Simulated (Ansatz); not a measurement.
`[Cl][Al]([Cl])[SeH]` + CH₃SH → `C[S][Al]([Cl])[Cl]` + H₂Se at 500 K and 1 bar (ligand exchange at the Al–Se bond).

Gas-phase electronic energies from Ansatz, PBE0-D4/def2-TZVP geometries. CBS: MP2 limit from def2 TZ/QZ plus the TZ coupled-cluster correction, frozen cores. This one scheme is used for every species. For Se outer-core shells are correlated without core-valence functions, which leaves a few kJ/mol of doubt a bond. Scalar relativity is left out up to krypton. Each species was taken in one conformer, which may not be the lowest.

| species | CCSD(T)/CBS energy (Eh) | H − E (kJ/mol) | S (J/(mol·K)) |
| --- | --- | --- | --- |
| `[Cl][Al]([Cl])[SeH]` | -3563.06769 | 68.0 | 398.7 |
| CH₃SH | -438.22835 | 145.1 | 283.7 |
| `C[S][Al]([Cl])[Cl]` | -1599.39326 | 158.5 | 452.4 |
| H₂Se | -2401.89790 | 53.1 | 237.8 |

H − E and S are ideal-gas, rigid-rotor, harmonic terms from PBE0-D4/def2-TZVP, for one conformer and one mirror image of each species. 1 Eh = 2625.50 kJ/mol, R = 8.31446 J/(mol·K).

Q: By hand: ΔE, ΔH, ΔS and ΔG.

A: ΔE = (-1599.39326) + (-2401.89790) − (-3563.06769) − (-438.22835) = 0.00488 Eh = 12.8 kJ/mol. Δ(H − E) = 158.5 + 53.1 − 68.0 − 145.1 = -1.5, so ΔH = 11.3 kJ/mol. ΔS = 452.4 + 237.8 − 398.7 − 283.7 = 7.8 J/(mol·K). ΔG = 11.3 − 500 × (7.8)/1000 = 7.4 kJ/mol.

Q: By hand: the equilibrium constant, and the temperature at which ΔG would vanish if ΔH and ΔS stayed fixed.

A: log₁₀ K = −ΔG/(RT ln 10) = -0.8. ΔG = 0 at ΔH/ΔS = 1449 K, though so small a ΔS makes that figure unsure.

TΔS isn't small against ΔH here. A doubt of 5 kJ/mol in ΔE shifts log₁₀ K by 0.5 here. Other conformers and mirror images would add mixing entropy, several J/(mol·K) or more a flexible species. Modes under 60 cm⁻¹, often nearly free rotors, make the harmonic entropy too high. These are equilibria of isolated gas molecules and say nothing of rates. Largest T1 diagnostic: 0.009 (customary marks: 0.02 for closed shells, 0.045 for open ones).
